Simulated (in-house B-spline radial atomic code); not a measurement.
Results of a calculation; reference values are marked as such.
Making a Troullier-Martins s channel for Ti, r_c = 2.21 bohr

Ti, [Ar] 3d2 4s2, non-relativistic PBE, spherical and spin-unpolarised, from a B-spline radial code for spherical atoms (atomic units). The all-electron 4s level is ε = -0.162555 hartree, its outermost node lies just inside 1.28 bohr and its outer maximum at 2.95 bohr.

Inside r_c the pseudo-orbital is u(r) = r^1 exp(p(r)), with p = c0 + c2 r² + c4 r⁴ + … + c12 r¹². The seven coefficients follow from p and its first four derivatives at r_c, from zero curvature of the screened potential at the origin, c4 = −c2²/(2l + 5), and from the norm inside r_c. At r_c the all-electron orbital has P = 0.5001969, P' = 0.2606422, the screened potential V = -0.6435298, V' = 0.6441474, V'' = -1.219518, and the norm inside is Q = 0.1345189.

(1) What are p, p' and p'' at r_c?

For a trial c2 the five matching conditions are linear in c0, c6, c8, c10 and c12, and c2 is varied until the norm inside r_c equals Q. The root nearest zero gives:

```csv
n,c_n
0,-1.757686
2,-0.1680726
4,-0.005649683
6,0.08566135
8,-0.03140404
10,0.0043173
12,-0.0002122698
```

(2) Check c4 and p(r_c), and find the screened pseudopotential at the origin.

Orbitals and screened potentials:

```json
{"r (bohr)": "0.221", "P": "0.1542", "u": "0.0378", "V all-electron": "-54.65", "V pseudo": "-0.6626"}
{"r (bohr)": "0.552", "P": "-0.1776", "u": "0.09059", "V all-electron": "-12.26", "V pseudo": "-0.5331"}
{"r (bohr)": "0.884", "P": "-0.2315", "u": "0.1373", "V all-electron": "-5.098", "V pseudo": "-0.06002"}
{"r (bohr)": "1.216", "P": "-0.02632", "u": "0.1886", "V all-electron": "-2.552", "V pseudo": "0.5585"}
{"r (bohr)": "1.547", "P": "0.2061", "u": "0.269", "V all-electron": "-1.466", "V pseudo": "0.6214"}
{"r (bohr)": "1.878", "P": "0.3848", "u": "0.389", "V all-electron": "-0.9346", "V pseudo": "-0.2763"}
{"r (bohr)": "2.21", "P": "0.5002", "u": "0.5002", "V all-electron": "-0.6435", "V pseudo": "-0.6435"}
```

Logarithmic derivatives P'/P at R = 2.51 bohr, for energies E around ε:

```json
{"E − ε (hartree)": "-0.5", "all-electron": "0.823826", "pseudo": "0.804772"}
{"E − ε (hartree)": "-0.25", "all-electron": "0.556749", "pseudo": "0.550365"}
{"E − ε (hartree)": "-0.1", "all-electron": "0.373305", "pseudo": "0.372056"}
{"E − ε (hartree)": "0", "all-electron": "0.2383", "pseudo": "0.238324"}
{"E − ε (hartree)": "0.1", "all-electron": "0.0907649", "pseudo": "0.0890002"}
{"E − ε (hartree)": "0.25", "all-electron": "-0.160084", "pseudo": "-0.17526"}
{"E − ε (hartree)": "0.5", "all-electron": "-0.692686", "pseudo": "-0.808732"}
```

(3) With P(R) = 0.5584407 and a norm of 0.2196726 inside R, what slope in energy does norm conservation fix?

Results:

(1) p = ln(P/r_c^1) = ln(0.5001969/2.21) = -1.48575. p' = P'/P − 1/r_c = 0.52108 − 0.45249 = 0.06859. The radial equation gives p'' = 2(V − ε) − 2(1) p'/r_c − p'² = -0.96195 − (0.06207) − 0.00470 = -1.02873. Differentiating, p''' = 2V' + 2(1)p'/r_c² − 2(1)p''/r_c − 2p'p'' = 2.3885, and p'''' = 2V'' − 4(1)p'/r_c³ + 4(1)p''/r_c² − 2(1)p'''/r_c − 2p''² − 2p'p''' = -7.9127.

(2) −c2²/5 = -0.00564968, as listed. The terms c_n r_c^n are -1.75769, -0.82088, -0.13477, 9.98018, -17.86997, 11.99872, -2.88135, which sum to -1.48575. Inverting the radial equation, V_l(r) = ε + 1 p'/r + (p'' + p'²)/2, so V_l(0) = ε + (2l + 3) c2 = -0.162555 + 3 × (-0.168073) = -0.6668 hartree, finite where the all-electron potential diverges.

(3) d(P'/P)/dE = −2 × (norm inside R)/P(R)² = -1.4088 per hartree·bohr at E = ε, for both atoms, since orbital and norm agree at R. Differences over ±0.1 hartree give -1.4127 (all-electron) and -1.4153 (pseudo), which also hold third-order terms. Half a hartree below ε the two curves differ by -0.0191.
